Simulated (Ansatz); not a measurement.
Tuning the range parameter of LC-ωPBE so that −HOMO meets the ionisation energy; basis def2-TZVP, Ansatz. System: the cluster K₄H₄ (the lowest singlet isomer of a short search). Charge 0, multiplicity 1. Geometry: r2SCAN-D4/def2-SVP. The ionised state is a doublet.

Geometry of the singlet:

```xyz
8

K     2.003   -0.744   -0.901
K    -1.690   -1.495   -0.534
K     0.198    0.152    2.306
K    -0.511    2.087   -0.871
H    -0.191   -0.147   -2.233
H     1.636    1.448    0.517
H     0.495   -2.022    0.843
H    -1.940    0.721    0.872
```

The structure comes from a short search, and lower isomers may exist.

```csv
ω (1/bohr),HOMO (eV),LUMO (eV),vertical IE (eV),HOMO + IE (eV)
0.1,-5.07,0.41,5.91,0.84
0.15,-5.65,0.57,6.09,0.44
0.2,-6.13,0.65,6.31,0.18
0.3,-6.82,0.71,6.72,-0.10
```

Where does the tuning condition hold?

Near ω = 0.27 bohr⁻¹, by linear interpolation.
